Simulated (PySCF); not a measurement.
Computed properties of C₂H₈BNO, SMILES OBN(C)C

C₂H₈BNO, SMILES CN(C)BO. Geometry optimised at TPSSh-D3(BJ)/def2-SVP. The structure was generated by enumeration, and PubChem lists no compound with its InChIKey, so it may never have been made. The values are those of a single conformer. All values are computed for the isolated molecule unless a solvent is named; none is compared with measurement here.

**Structure.** The optimised structure has Cs symmetry. All 33 harmonic modes at TPSSh-D3(BJ)/def2-SVP (PySCF) are real, so it is a minimum. With heavy atoms numbered as in [BH:1]([OH:3])[N:5]([CH3:6])[CH3:7], the shortest bond between them is B1–O3 at 1.372 Å and the longest N5–C7 at 1.451 Å.

**Vibrations.** The strongest infrared lines (harmonic, unscaled, degenerate partners summed) lie at 1558 cm⁻¹ (204 km/mol, H 53 %, N 25 %, B 21 %), 1451 cm⁻¹ (163 km/mol, H 59 %, C 19 %, N 11 %, B 10 %), 2635 cm⁻¹ (151 km/mol, H 91 %, B 9 %). The softest mode is at 113 cm⁻¹ and the zero-point energy is 69.4 kcal/mol.

**Electronic structure.** M06-2X/def2-TZVP (PySCF) places the frontier levels at -8.24 and 1.34 eV, a gap of 9.58 eV, and gives a dipole moment of 2.77 D and a mean polarisability of 51.5 bohr³. PBE/def2-TZVP (PySCF) at the same geometry gives -5.60 and -0.13 eV, so its gap is 4.11 eV narrower. An orbital gap is neither the optical nor the fundamental gap.

**Excitations.** TDDFT-PBE0/def2-SVPD (PySCF) has S1 at 6.01 eV (206 nm, f = 0.008, weak); the most intense of the 10 singlets computed lies at 7.13 eV (f = 0.21). T1 (TDA) is at 5.84 eV. TDDFT-PBE/def2-SVPD (PySCF) puts S1 at 5.20 eV. No vertical singlet excitation falls in the visible range (under 3.1 eV).

**NMR.** GIAO shifts at KT2/pcSseg-1 (PySCF) (non-relativistic, atoms alike by connectivity averaged): ¹³C at 40.4 ppm against TMS; ¹H from 2.9 to 4.4 ppm against TMS; ¹¹B at 12.1 ppm against BF3.
